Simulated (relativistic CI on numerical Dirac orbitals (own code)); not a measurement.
## L2,3 absorption of copper in several valence states

Computed multiplet spectra 2p⁶3dⁿ → 2p⁵3dⁿ⁺¹ (Dirac-Coulomb-Breit ions, Slater integrals scaled by 0.9, an assumed crystal field that grows with the charge, no charge transfer; 300 K; Lorentzian 0.4 eV and Gaussian 0.3 eV FWHM at both edges, so that L2 comes out sharper than in experiment). Peaks over 5 % are given in eV from the highest peak in the L3 region of each spectrum (height, largest 100). S of the lowest state is read from ⟨S²⟩, and the branching ratio is the share of L3, cut at the minimum between the edges.

Field parameters in Wybourne normalisation: Td as Oh with Dq negative (B⁴₀ = 21Dq, B⁴₄ = √(5/14) B⁴₀). The field is a parameter set, without covalency.

- Cu2+ (d9, Td, 10Dq = -7350 cm⁻¹): S = 0.50, branching ratio 1.00; peaks 0.0 (100)
- Cu4+ (d7, Td, 10Dq = -11650 cm⁻¹): S = 1.50, high spin, branching ratio 0.76; peaks 0.0 (100), 0.6 (82), 1.6 (58), 2.1 (56), 3.2 (26), 4.1 (20), 5.5 (10), 6.3 (10), 20.0 (14), 20.8 (27), 21.7 (47), 24.3 (7), 24.9 (8), 26.2 (5)

Problem. What spin state follows for Cu3+ in Td, 10Dq = -9500 cm⁻¹, and does its branching ratio lie nearer 2/3 or nearer 0.8?

Solution. Cu3+ (d8, Td, 10Dq = -9500 cm⁻¹): S = 1.00, branching ratio 0.91; peaks 0.0 (100), 0.7 (63), 3.3 (17), 22.3 (12). High-spin states, above all those with an unquenched orbital moment, raise the ratio above the statistical 2/3; low spin and nearly empty shells keep it near or below 2/3.

The centroid of the whole edge, which also moves with the branching ratio, lies at 931.7 (Cu2+), 936.5 (Cu3+), 943.9 (Cu4+) eV in this ionic model, in steps of 4.8 to 7.4 eV. Compounds show about 1 to 2 eV a unit and lower energies for the high valences, since ligands screen the charge. The multiplet shape follows the d count and the spin state, and so serves as a fingerprint of valence. For d9 in this field spin-orbit coupling puts the hole into a state that the L2 transition cannot reach; a distortion restores L2.
